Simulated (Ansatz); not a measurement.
Mulliken charges of ClFH4OSi2 (`F[SiH2]O[SiH2]Cl`) from PBE/def2-TZVPP in Ansatz (PBE0-D4/def2-TZVP geometry).

| atom | x (Å) | y (Å) | z (Å) | charge (e) |
| --- | --- | --- | --- | --- |
| F1 | 1.974 | 0.492 | 1.319 | -0.276 |
| Si2 | 1.487 | 0.426 | -0.196 | 0.566 |
| O3 | 0.121 | -0.448 | -0.278 | -0.290 |
| Si4 | -1.451 | -0.600 | 0.109 | 0.463 |
| Cl5 | -2.289 | 1.253 | 0.369 | -0.218 |
| H6 | 1.242 | 1.811 | -0.647 | -0.071 |
| H7 | 2.524 | -0.274 | -0.977 | -0.073 |
| H8 | -2.148 | -1.264 | -1.010 | -0.050 |
| H9 | -1.587 | -1.339 | 1.380 | -0.052 |

By hand: the dipole of these point charges (1 e Å = 4.8032 D).

Σ q r = (0.006, -0.291, -0.328) e Å, of length 0.439 e Å = 2.11 D.

How does the dipole of the full density compare? (An estimate is asked.)

The calculation gave: (0.001, -0.158, -0.213) e Å, 1.27 D; the point charges give 1.66 times that, at 5° from its direction.

Point charges leave out the atoms' own dipoles, such as those of lone pairs, and Mulliken's split depends on the basis, so the two needn't agree.
